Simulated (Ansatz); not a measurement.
One change: `CSB(C)C` becomes `C[SiH2]B(C)C`.

Ansatz, PBE0-D4/def2-TZVP geometries, multiplicity 1. Each molecule was computed in one conformer, which needn't be the lowest.

| property | `CSB(C)C` |
| --- | --- |
| HOMO energy (B3LYP/def2-TZVPP) / eV | -7.01 |
| LUMO energy (B3LYP/def2-TZVPP) / eV | -0.37 |
| HOMO energy (PBE/def2-TZVPP) / eV | -6.09 |
| HOMO–LUMO gap (B3LYP/def2-TZVPP) / eV | 6.63 |
| HOMO–LUMO gap (PBE/def2-TZVPP) / eV | 4.95 |
| LUMO energy (PBE0/def2-TZVPP) / eV | -0.18 |

Q: What does the change do to each property? (Estimate.)

A: Ansatz gave: 
| property | `C[SiH2]B(C)C` | shift |
| --- | --- | --- |
| HOMO energy (B3LYP/def2-TZVPP) / eV | -7.14 | -0.13 |
| LUMO energy (B3LYP/def2-TZVPP) / eV | -1.35 | -0.98 |
| HOMO energy (PBE/def2-TZVPP) / eV | -6.11 | -0.02 |
| HOMO–LUMO gap (B3LYP/def2-TZVPP) / eV | 5.79 | -0.84 |
| HOMO–LUMO gap (PBE/def2-TZVPP) / eV | 3.98 | -0.97 |
| LUMO energy (PBE0/def2-TZVPP) / eV | -1.16 | -0.98 |

With PBE0 the HOMO falls by 0.07 eV and the LUMO falls by 0.98 eV, so the gap narrows by about 0.91 eV. PBE moves the HOMO by -0.02 eV and ωB97M-V by -0.04 eV.

B3LYP here is the variant with VWN-RPA as its local correlation; programs differ in this.
